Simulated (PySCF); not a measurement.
# `CCO[Si@H](O)NC`, C₃H₁₁NO₂Si

Molfile (atoms numbered from 1):
```
C3H11NO2Si
     RDKit          3D

 18 17  0  0  0  0  0  0  0  0999 V2000
   -3.1352    0.2505   -0.1945 C   0  0  0  0  0  0  0  0  0  0  0  0
   -1.7691    0.4709   -0.8261 C   0  0  0  0  0  0  0  0  0  0  0  0
   -0.7702    0.2420    0.1243 O   0  0  0  0  0  0  0  0  0  0  0  0
    0.8282    0.2259   -0.1619 Si  0  0  2  0  0  4  0  0  0  0  0  0
    1.3232   -0.8011   -1.3248 O   0  0  0  0  0  0  0  0  0  0  0  0
    1.4019   -0.2773    1.3735 N   0  0  0  0  0  0  0  0  0  0  0  0
    2.8114   -0.4105    1.6435 C   0  0  0  0  0  0  0  0  0  0  0  0
   -3.9191    0.4556   -0.9184 H   0  0  0  0  0  0  0  0  0  0  0  0
   -3.2561    0.9117    0.6595 H   0  0  0  0  0  0  0  0  0  0  0  0
   -3.2236   -0.7768    0.1486 H   0  0  0  0  0  0  0  0  0  0  0  0
   -1.6285   -0.2039   -1.6796 H   0  0  0  0  0  0  0  0  0  0  0  0
   -1.6865    1.4991   -1.1991 H   0  0  0  0  0  0  0  0  0  0  0  0
    1.3038    1.4784   -0.7432 H   0  0  0  0  0  0  0  0  0  0  0  0
    1.2588   -1.7449   -1.1974 H   0  0  0  0  0  0  0  0  0  0  0  0
    0.8935    0.0513    2.1797 H   0  0  0  0  0  0  0  0  0  0  0  0
    3.3042   -0.7611    0.7401 H   0  0  0  0  0  0  0  0  0  0  0  0
    3.2784    0.5359    1.9376 H   0  0  0  0  0  0  0  0  0  0  0  0
    2.9765   -1.1395    2.4400 H   0  0  0  0  0  0  0  0  0  0  0  0
  1  2  1  0
  2  3  1  0
  3  4  1  0
  4  5  1  0
  4  6  1  0
  6  7  1  0
  1  8  1  0
  1  9  1  0
  1 10  1  0
  2 11  1  0
  2 12  1  0
  4 13  1  6
  5 14  1  0
  6 15  1  0
  7 16  1  0
  7 17  1  0
  7 18  1  0
M  END
```

The calculation used GIAO HSE06/def2-SVP magnetisability, rotational g tensor and spin-rotation constants, non-relativistic, gas phase in PySCF. Geometry: GFN2-xTB.

(1) What are the magnetisability and the molar susceptibility?

(2) Split it along the inertial axes a, b, c into diamagnetic and paramagnetic parts about the centre of mass, with the quadrupole moment.

(3) And the rotational g tensor?

Answers

(1) Isotropic -1280 × 10⁻³⁰ J/T², or -77.1 × 10⁻⁶ cm³/mol; principal values -1391, -1231, -1218 × 10⁻³⁰ J/T², anisotropy 166 × 10⁻³⁰ J/T² (root of half the summed squared differences of the principal values). The susceptibility is in cgs units.

(2) 
```
axis  χ (10⁻⁶ cm³/mol)  diamagnetic (10⁻⁶ cm³/mol)  paramagnetic (10⁻⁶ cm³/mol)  summed x² of all electrons (Å²)  quadrupole Θ (D Å)
   a             -83.7                      -381.3                        297.7                            273.5               +4.44
   b             -73.4                     -1266.1                       1192.6                             64.9               -3.55
   c             -74.1                     -1435.5                       1361.4                             25.0               -0.89
```
Anisotropies 2χaa − χbb − χcc = -19.7 and 2χbb − χaa − χcc = +10.9 × 10⁻⁶ cm³/mol. Θ is traceless in Buckingham's convention.

(3) 
```csv
axis,rotational constant (GHz),g,nuclear part,electronic part
a,4.4936,-0.0108,0.6176,-0.6284
b,1.0929,-0.0054,0.6069,-0.6123
c,0.9422,-0.0051,0.5975,-0.6026
```
Asymmetric top; isotopes 12C, 1H, 14N, 16O, 28Si; no vibrational averaging.
